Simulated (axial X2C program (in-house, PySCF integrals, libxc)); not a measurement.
**CrNC: the levels of the configuration d4 s1 p(π)0**

Computed with an axial X2C code built on PySCF integrals: two-component X2C with atomic mean-field Coulomb and Gaunt terms, basis Cr dyall-v3z, N dyall-av3z, C dyall-v3z (cores contracted in-house). Orbitals come from Hartree–Fock averaged over the configuration Cr d4 s1 p(π)0; CI then distributes these electrons over the d, s, p(π) shells of Cr.

Cr–N–C held linear, bonds 2.028 and 1.170 Å (the second held) (near the minimum of the configuration average).

Active spinors (ω > 0):

| shell | ω | ε (eV) | character |
| --- | --- | --- | --- |
| d | 3/2 | -3.07 | 100% Cr d |
| d | 5/2 | -3.02 | 100% Cr d |
| d | 1/2 | -2.73 | 97% Cr d |
| d | 3/2 | -2.70 | 97% Cr d |
| d | 1/2 | -2.36 | 93% Cr d |
| s | 1/2 | -3.56 | 57% Cr s, 30% Cr p, 10% N p |
| p(π) | 1/2 | 1.20 | 84% Cr p, 6% Cr d, 5% N d |
| p(π) | 3/2 | 1.21 | 84% Cr p, 6% Cr d, 5% N d |

Lowest levels of this model:

```
   Ω  energy (cm⁻¹)     g∥  μ (D)  configuration
 1/2              0   2.00  -4.91      96% d4 s1
 3/2              4   6.01  -4.91      96% d4 s1
 5/2             12  10.01  -4.91      96% d4 s1
 3/2           3976   8.00  -4.34     100% d4 s1
 1/2           4019   3.94  -4.34     100% d4 s1
 1/2           4065   0.06  -4.34     100% d4 s1
 3/2           4109   4.00  -4.34     100% d4 s1
 5/2           4154   8.00  -4.34     100% d4 s1
 7/2           4199  12.01  -4.34     100% d4 s1
 1/2           6398   6.01  -4.40     100% d4 s1
 3/2           6584   2.00  -4.40     100% d4 s1
 5/2           6674   6.01  -4.40     100% d4 s1
 7/2           6761  10.01  -4.40     100% d4 s1
 9/2           6847  14.01  -4.40     100% d4 s1
 5/2          11068   8.00  -4.73      97% d4 s1
 7/2          13827  10.01  -4.91      96% d4 s1
 7/2          21437   6.02  -4.70      98% d4 s1
 9/2          21456  10.02  -4.70      98% d4 s1
11/2          21484  14.00  -4.70      98% d4 s1
 9/2          22068  11.99  -4.74      97% d4 s1
 9/2          23840   8.01  -4.34     100% d4 s1
11/2          23918  12.01  -4.34     100% d4 s1
13/2          23989  16.00  -4.34     100% d4 s1
```

g∥ is the magnitude of 2⟨Lz + ge Sz⟩ for the +Ω component. μ is positive if the C end is positive.

Question: From Ω and g∥ of the lowest level, whose 2⟨Lz + ge Sz⟩ is positive, find ⟨Sz⟩ and ⟨Lz⟩ (ge = 2.0023).

Answer: Ω = ⟨Lz⟩ + ⟨Sz⟩ = 1/2 and ⟨Lz⟩ + ge⟨Sz⟩ = 1.000, so ⟨Sz⟩ = 0.50 and ⟨Lz⟩ = 0.00.

Occupations of the active spinors in the lowest level by ω, shell by shell in order of energy: -5/2: 0.39; -3/2: 0.61 0.39 0.00; -1/2: 0.60 0.02 0.38 0.00; 1/2: 0.41 0.02 0.58 0.00; 3/2: 0.41 0.59 0.00; 5/2: 0.59. The leading determinant has weight 0.10 among 649.

This point took 1.5 s on 1 thread of Intel(R) Xeon(R) Platinum 8488C (Sapphire Rapids), on a shared host.

Dynamic correlation is missing, so gaps between terms are too wide and other configurations may lie lower; the lowest level listed is that of this model, not necessarily the ground state. For d shells the ligand-field splittings (σ, π, δ) and their order can be off by a thousand cm⁻¹ or more. At most 4 roots were kept for each Ω > 0 (twice that for Ω = 0) within 3.2 eV of the lowest, so higher up levels can be missing between those listed; levels with Ω > 0 are doubly degenerate and listed once, Ω = 0 levels singly. States that fill the shells left empty in the average are placed too high. The molecule was held linear; bending was not examined.
